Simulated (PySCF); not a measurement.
H5NOSiZn.

```xyz
9

Zn    -0.3656     0.4426     0.5952
N     -1.3156     1.1052     1.9868
H     -1.0763     0.7385     2.9054
H     -2.3282     1.0540     1.9007
O      0.6396     0.0101    -0.7934
Si     1.0608    -1.2710    -1.7224
H     -0.1290    -1.9027    -2.3877
H      1.7340    -2.3512    -0.9243
H      2.0079    -0.8408    -2.7966
```

The structure is a stationary point at PBE0-D3(BJ)/def2-SVP. The structure was generated by enumeration; whether it is a known compound was not checked. One conformer was computed; it need not be the lowest.

Method: PBE/pcSseg-1 (PySCF). Non-relativistic, no solvent.

Computed absolute GIAO shielding of each atom: isotropic value and principal components (ppm):
| atom | σ(iso) | σ11 | σ22 | σ33 | span |
|---|---|---|---|---|---|
| Zn1 | 1540.9 | 1043.8 | 1134.5 | 2444.3 | 1400.4 |
| N2 | 285.4 | 244.7 | 301.4 | 310.0 | 65.2 |
| H3 | 31.9 | 23.4 | 26.6 | 45.7 | 22.4 |
| H4 | 31.9 | 23.4 | 26.6 | 45.7 | 22.4 |
| O5 | 322.5 | 250.9 | 342.3 | 374.3 | 123.4 |
| Si6 | 374.1 | 314.9 | 324.9 | 482.4 | 167.5 |
| H7 | 25.7 | 22.3 | 23.9 | 31.0 | 8.8 |
| H8 | 25.7 | 22.3 | 23.8 | 31.0 | 8.8 |
| H9 | 25.8 | 22.5 | 23.7 | 31.2 | 8.6 |
